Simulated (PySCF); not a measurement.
CH6BGeO (calculated)

All values are calculated (PySCF 2.14.0). Calculation on a computer-drawn molecule: optimised geometry and harmonic frequencies of an isolated molecule of the commonest isotopes, restricted reference for singlets and unrestricted otherwise, frozen core in MP2; on germanium a core potential holds 10 electrons, which the energies leave out, and 3d is frozen in MP2 and coupled-cluster steps.

### CH6BGeO

Start structure:
```xyz
10
CH6BGeO
B      0.4172    -1.8074     2.1454
Ge    -0.6321    -1.0524     0.5214
C     -1.5681     0.6207    -0.1479
O     -0.7728    -2.1364    -0.7082
H      1.5821    -1.6788     2.1790
H     -0.1861    -2.2894     2.9643
H     -2.1949     0.9828     0.5052
H     -2.0512     0.3173    -1.0815
H     -0.7275     1.4179    -0.4590
H     -0.4725    -3.0257    -0.7808
```

* charge: 1
* multiplicity: 1
* method: HF
* basis: cc-pVDZ
* basis and core potential on germanium: cc-pVDZ-PP ECP10MDF
* rotational constants: 6.584, 4.711, 2.865 GHz
* total energy: -434.0347 hartree
* convergence status largest gradient component: 3.985e-05 hartree/bohr

Drawn bonds:
```
atom  other atom  order
   1           2      1
   2           3      1
   2           4      1
   1           5      1
   1           6      1
   3           7      1
   3           8      1
   3           9      1
   4          10      1
```

Optimised structure:
```xyz
10
CH6BGeO
B      0.3696    -1.6811     2.1248
Ge    -0.6451    -1.0970     0.3842
C     -1.4724     0.5545    -0.1275
O     -0.8154    -2.2367    -0.8900
H      1.5445    -1.5091     2.1600
H     -0.2754    -2.1602     2.9998
H     -2.1038     0.9219     0.6827
H     -2.0563     0.3854    -1.0313
H     -0.6873     1.2898    -0.3213
H     -0.4642    -3.1189    -0.8434
```

Modes:
```
frequency (cm⁻¹)  reduced mass (dalton)
            23.7                  1.044
             143                  1.058
           152.6                  3.081
           171.2                  3.144
           232.3                  3.837
           487.8                  1.099
           519.9                  4.858
           644.8                  3.808
           656.5                  1.272
           830.4                  6.337
           854.5                  1.241
           864.6                  1.265
           921.5                  1.214
           951.3                  1.333
            1210                  1.116
            1385                  1.196
            1529                  1.046
            1532                  1.052
            2752                  1.043
            2886                  1.135
            3184                  1.032
            3283                  1.102
            3320                  1.107
            4108                  1.068
```
